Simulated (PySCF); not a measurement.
Compound: C6H7N3.
Atom-mapped SMILES: `[cH:1]1[n:2][cH:3][c:4]([CH:5]2[CH2:6][CH2:7]2)[n:8][n:9]1`

Structure used (GFN2-xTB), in Å, numbered top down from 1:
```
atom  x, y, z in Å
C1     2.852   -0.418    0.545
N2     2.657   -0.286   -0.766
C3     1.411   -0.088   -1.136
C4     0.379   -0.027   -0.183
C5    -1.024    0.185   -0.546
C6    -1.906    0.969    0.398
C7    -2.090   -0.500    0.278
N8     0.680   -0.171    1.105
N9     1.914   -0.367    1.466
H10    3.865   -0.580    0.883
H11    1.224    0.024   -2.197
H12   -1.199    0.295   -1.609
H13   -2.640    1.629   -0.037
H14   -1.434    1.343    1.293
H15   -1.743   -1.115    1.094
H16   -2.955   -0.883   -0.241
```

NICS is the negative of the GIAO shielding at a point without a nucleus: at the ring centre (0) and 1 Å above and below it (1); zz is the component along the ring normal. Level: GIAO PBE0/pcSseg-1 (PySCF, non-relativistic, gas phase) on the GFN2-xTB geometry, one conformer.

Ring bond lengths (Å), with Mayer bond orders in brackets: C1–N2 1.332 (1.40), N2–C3 1.315 (1.51), C3–C4 1.407 (1.25), C4–N8 1.331 (1.47), N8–N9 1.300 (1.35), N9–C1 1.315 (1.49); C5–C6 1.511 (0.93), C6–C7 1.485 (0.98), C7–C5 1.511 (0.93).

Problem. What do the NICS probes read (ppm)?

Solution. 
```json
{"ring": "C1–N2–C3–C4–N8–N9", "type": "6-membered ring with 3 N; formal bonds all aromatic", "NICS(0)": "-3.5", "NICS(1), two faces": "-10.7 / -10.7", "NICS(1)zz, two faces": "-25.7 / -25.6", "rms pucker (Å)": "0.00", "centre to ring atoms, mean (Å)": "1.33"}
{"ring": "C5–C6–C7", "type": "3-membered carbocycle; formal bonds all single", "NICS(0)": "-43.2", "NICS(1), two faces": "-7.7 / -5.9", "NICS(1)zz, two faces": "-23.0 / -21.4", "rms pucker (Å)": "0.00", "centre to ring atoms, mean (Å)": "0.87"}
```

Problem. What can be read from them?

Solution. 
- C1–N2–C3–C4–N8–N9: mean NICS(1)zz -25.7 ppm, shielded. The ring is flat and has no four-coordinate atom; by the NICS criterion it is aromatic. NICS(0) lies 7 ppm above the mean NICS(1).
- C5–C6–C7: mean NICS(1)zz -22.2 ppm, shielded. C5, C6, C7 have four or more neighbours, and the NICS criterion for π rings isn't applied. NICS(0) lies 36 ppm below the mean NICS(1).

Problem. What does the geometric index give? Use HOMA with the parameters of Krygowski (1993).

Solution. 
- C1–N2–C3–C4–N8–N9: HOMA 0.97; the largest term is that of C3–C4, α(R − Ropt)² = 0.09. The geometric and the magnetic index point the same way.

On one thread of an Arm Neoverse V2 (shared host), this took 25 s of wall time and 0.83 GiB of memory at its peak. This is the whole shielding run at PBE0/pcSseg-1, SCF included.
